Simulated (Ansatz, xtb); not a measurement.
**C5H7FS: where a starting geometry ends**

The starting geometry of this gas-phase singlet was built from a drawn formula by distance geometry and a force field; its bonds are those of `F[C@]12C[C@H](C1)[C@@H]2S`.

```xyz
14

C     0.2320   -0.8552   -0.9060
C    -0.3803    0.5953   -1.0046
C    -1.4080   -0.1735   -0.1317
C    -0.1151   -0.6828    0.6201
C    -1.2550   -1.2690   -1.1669
F     1.3424   -1.3524   -1.3967
S    -1.7452   -2.9728   -0.5985
H     0.2536    1.3702   -0.5904
H    -0.6571    0.8887   -2.0378
H    -2.3153    0.3085    0.3116
H     0.4494    0.0040    1.1927
H    -0.3171   -1.5715    1.2420
H    -1.6212   -1.0842   -2.1462
H    -3.1160   -2.7784   -0.7637
```

Problem. Predict what it relaxes into with r2SCAN-D4/def2-SVP.

Solution. It keeps its bonds, and is `F[C@]12C[C@H](C1)[C@@H]2S`.

The energy falls by 0.52 eV over 6 steps:

```csv
step,E − E(last) (eV)
1,0.515
2,0.083
3,0.018
4,0.002
5,0.000
6,0.000
```

Final geometry (Å):

```yaml
atoms:
  - { symbol: C, position_ang: [0.1649, -0.8273, -0.8545] }
  - { symbol: C, position_ang: [-0.3314, 0.6176, -1.0530] }
  - { symbol: C, position_ang: [-1.3554, -0.1000, -0.1309] }
  - { symbol: C, position_ang: [-0.1528, -0.6995, 0.6487] }
  - { symbol: C, position_ang: [-1.2786, -1.3026, -1.1249] }
  - { symbol: F, position_ang: [1.2802, -1.3683, -1.3946] }
  - { symbol: S, position_ang: [-1.7234, -2.9911, -0.6171] }
  - { symbol: H, position_ang: [0.2747, 1.4056, -0.5809] }
  - { symbol: H, position_ang: [-0.6742, 0.8930, -2.0628] }
  - { symbol: H, position_ang: [-2.2719, 0.3270, 0.2949] }
  - { symbol: H, position_ang: [0.4619, 0.0181, 1.2133] }
  - { symbol: H, position_ang: [-0.3422, -1.6299, 1.2016] }
  - { symbol: H, position_ang: [-1.6500, -1.0944, -2.1418] }
  - { symbol: H, position_ang: [-3.0549, -2.8215, -0.7740] }
```

From the same start GFN2-xTB reaches the same bonding as this run.

The end wasn't checked by frequencies. Run with Ansatz 0.2.0, 15 s on 4 threads of Arm Neoverse V1, with other jobs on the host.
